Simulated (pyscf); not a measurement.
PySCF, gas phase, ωB97X-D3(BJ)/def2-SVP geometries.

SMILES: [F][Mo]([F])([F])([F])([F])[Br]
```xyz
7

F     -0.1238     0.8076    -0.4986
Mo    -0.9238    -0.6877    -1.1575
F     -1.6994    -0.9315     0.4811
F      0.4824    -1.6900    -0.5868
F     -1.7710    -2.1955    -1.7223
F     -2.3662     0.3062    -1.6475
Br     0.0922    -0.3764    -3.2994
```

Question: What is the homolytic dissociation enthalpy (298 K, ωB97M-D3(BJ)/def2-TZVP) of the Br–Mo bond of F–Mo(F)(F)(F)(F)–Br (SMILES [F][Mo]([F])([F])([F])([F])[Br]), to [F–Mo(F)(F)(F)–F]• + Br•?

Answer: Br–Mo to [F–Mo(F)(F)(F)–F]• + Br•: 103.9 kJ/mol. The 7 functionals that were run give +94.1 (M06-2X) to +209.3 kJ/mol (PBE). The radicals are drawn with the spin at the cut bond; how far it spreads was not checked. Left out: the spin-orbit lowering of Br, which is large for Br, Se, Te and I. Open-shell species with a d-block atom are single-reference here; other states, and whether the spin sits on metal or ligand, were not checked. Elements up to Kr have no core potential and no relativistic terms here. Elements past Kr carry the def2 core potentials, without spin-orbit coupling.
